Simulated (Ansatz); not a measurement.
(4-methoxyphenyl)phenyliodonium, `COc1ccc([I+]c2ccccc2)cc1` was relaxed with PBE-D4 (def2-SVP) in Ansatz in these states: charge +1 singlet, neutral doublet. The geometries follow in no particular order.

In the def2 sets I takes a core potential; there is no spin–orbit coupling.

A:

```xyz
27

C    -2.004   -0.574    3.731
O    -2.313    0.021    2.485
C    -1.340    0.719    1.841
C    -0.028    0.896    2.327
C     0.903    1.641    1.581
C     0.526    2.206    0.357
I     1.946    3.284   -0.790
C     1.339    0.050   -1.985
C     1.640   -0.115   -3.326
C     1.429   -1.403   -3.869
C     0.939   -2.439   -3.057
C     0.653   -2.211   -1.700
C     0.855   -0.931   -1.136
C    -0.779    2.032   -0.137
C    -1.704    1.294    0.603
H    -1.706    0.184    4.491
H    -1.189   -1.328    3.642
H    -2.925   -1.081    4.074
H     0.288    0.462    3.286
H     1.924    1.771    1.966
H     2.025    0.708   -3.949
H     1.650   -1.590   -4.933
H     0.777   -3.439   -3.488
H     0.268   -3.029   -1.070
H     0.627   -0.732   -0.076
H    -1.072    2.463   -1.105
H    -2.730    1.142    0.237
```

B:

Cartesian coordinates in Å:
```
C -2.763 -3.319 -2.703
O -1.503 -3.392 -2.033
C -0.806 -2.273 -1.807
C -1.223 -0.974 -2.188
C -0.415 0.134 -1.904
C 0.804 -0.076 -1.244
I 2.035 1.600 -0.834
C 1.458 2.076 1.184
C 2.227 1.544 2.226
C 1.842 1.862 3.539
C 0.728 2.683 3.774
C -0.018 3.198 2.701
C 0.342 2.900 1.377
C 1.250 -1.354 -0.856
C 0.436 -2.447 -1.139
H -2.647 -2.913 -3.731
H -3.486 -2.698 -2.133
H -3.137 -4.356 -2.760
H -2.176 -0.814 -2.710
H -0.745 1.138 -2.205
H 3.103 0.906 2.039
H 2.428 1.463 4.381
H 0.439 2.928 4.806
H -0.888 3.845 2.888
H -0.235 3.308 0.535
H 2.211 -1.504 -0.344
H 0.740 -3.465 -0.858
```

Q: Judge from the bond lengths which geometry belongs to which state (an estimate).

A: A is the neutral doublet (I7–C8 3.500 Å, O2–C3 1.360 Å, C8–C9 1.384 Å); B is the charge +1 singlet (I7–C8 2.152 Å, O2–C3 1.337 Å, C8–C9 1.400 Å).

The neutral doublet has come apart into loosely held pieces.
